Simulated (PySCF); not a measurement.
PySCF 2.14 output of an unrestricted TPSSh calculation on a single atom or ion in x2c-TZVPPall with one added diffuse shell each of s, p, d, f type (12s8p8d4f1g, 113 functions), with scalar relativity by spin-free X2C-1e:

```
SCF conv_tol = 1e-09
number electrons alpha = 39  beta = 38
    V. N. Staroverov, G. E. Scuseria, J. Tao, and J. P. Perdew.,  J. Chem. Phys. 119, 12129 (2003)
cycle= 1 E= -19622.6869626459  delta_E= -0.0198  |g|= 0.217  |ddm|= 0.271
cycle= 2 E= -19622.687173516  delta_E= -0.000211  |g|= 0.187  |ddm|= 0.132
cycle= 3 E= -19622.6896337936  delta_E= -0.00246  |g|= 0.0127  |ddm|= 0.0695
cycle= 4 E= -19622.6896571098  delta_E= -2.33e-05  |g|= 0.000537  |ddm|= 0.0071
cycle= 5 E= -19622.6896572721  delta_E= -1.62e-07  |g|= 0.000134  |ddm|= 0.0013
cycle= 6 E= -19622.6896572807  delta_E= -8.62e-09  |g|= 1.34e-05  |ddm|= 0.000311
cycle= 7 E= -19622.6896572808  delta_E= -1.35e-10  |g|= 1.01e-06  |ddm|= 4.91e-05
converged SCF energy = -19622.6896572808  <S^2> = 0.75224722  2S+1 = 2.002246
```

The run itself started from symmetry-adapted Hartree-Fock orbitals and held the occupation by maximum overlap, on a logarithmic radial grid, so the iterations belong to that start.

**Question.** Which element, charge and spin multiplicity is this?

**Answer.** Hg³⁺ (mercury, charge +3), multiplicity 2; the state was [Xe] 4f14 5d9, 2D determinant.

Spin-orbit coupling, absent here, splits the open shell strongly.
